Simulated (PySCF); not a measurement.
## TDDFT excited states: C4H7N3OSi

Species: C4H7N3OSi.
SMILES: `O[SiH2]NC1=CN=CN=C1`

Level of theory: TDDFT B3LYP/def2-SVPD, vertical, gas phase, core orbitals frozen in the response in PySCF 2.14.0, density-fitted response routines. The structure is a single GFN2-xTB conformer in the gas phase; no vibrational or solvent corrections. Torsions of this conformer, `[OH:1][SiH2:2][NH:3][c:4]1[cH:5][n:6][cH:7][n:8][cH:9]1`: O1–Si2–N3–C4 61°, Si2–N3–C4–C5 -2°, H–O1–Si2–N3 180°.

What does the calculation give for the low-lying excited states?

```json
{"state": "S1", "E (eV)": "4.21", "λ (nm)": "294.3", "f": "0.0047", "main configurations (H = HOMO, L = LUMO)": "H-1→L (99%)"}
{"state": "S2", "E (eV)": "4.63", "λ (nm)": "267.8", "f": "0.045", "main configurations (H = HOMO, L = LUMO)": "H→L (95%)"}
{"state": "S3", "E (eV)": "4.90", "λ (nm)": "253.0", "f": "0.0001", "main configurations (H = HOMO, L = LUMO)": "H-1→L+1 (85%), H-1→L+2 (14%)"}
{"state": "S4", "E (eV)": "5.23", "λ (nm)": "237.2", "f": "0.237", "main configurations (H = HOMO, L = LUMO)": "H→L+1 (91%)"}
{"state": "S5", "E (eV)": "5.58", "λ (nm)": "222.1", "f": "0.0035", "main configurations (H = HOMO, L = LUMO)": "H→L+3 (94%)"}
{"state": "S6", "E (eV)": "5.73", "λ (nm)": "216.3", "f": "0.0000", "main configurations (H = HOMO, L = LUMO)": "H-2→L (98%)"}
{"state": "S7", "E (eV)": "5.86", "λ (nm)": "211.5", "f": "0.102", "main configurations (H = HOMO, L = LUMO)": "H→L+2 (84%)"}
{"state": "S8", "E (eV)": "6.03", "λ (nm)": "205.6", "f": "0.0009", "main configurations (H = HOMO, L = LUMO)": "H-1→L+2 (84%), H-1→L+1 (14%)"}
```

Triplets, Tamm–Dancoff:

```json
{"state": "T1", "E (eV)": "3.56", "λ (nm)": "348.5", "main configurations (H = HOMO, L = LUMO)": "H→L (98%)"}
{"state": "T2", "E (eV)": "3.73", "λ (nm)": "332.6", "main configurations (H = HOMO, L = LUMO)": "H-1→L (97%)"}
{"state": "T3", "E (eV)": "3.99", "λ (nm)": "310.9", "main configurations (H = HOMO, L = LUMO)": "H→L+1 (75%), H→L+2 (16%)"}
```

The lowest singlet comes at 294 nm (406 kJ/mol) in the ultraviolet; it is very weak; its leading configuration is HOMO-1→LUMO (99%). The strongest level in the table is S4 at 5.23 eV (237 nm, f = 0.237). Löwdin shares by element: HOMO carbon 38% or more, nitrogen 29% or more (atoms not listed hold the other 32%); LUMO carbon 42% or more, nitrogen 36% or more (atoms not listed hold the other 22%). Orbital energies (eV): HOMO-3 -8.80, HOMO-2 -8.27, HOMO-1 -6.87, HOMO -6.48, LUMO -1.27, LUMO+1 -0.73, LUMO+2 -0.17. Weighted by f, the mean energy of these states is 5.32 eV. The listed states span 1.82 eV, and the widest gap between neighbours is 0.42 eV (S1 to S2). The window holds the lowest 8 singlets.
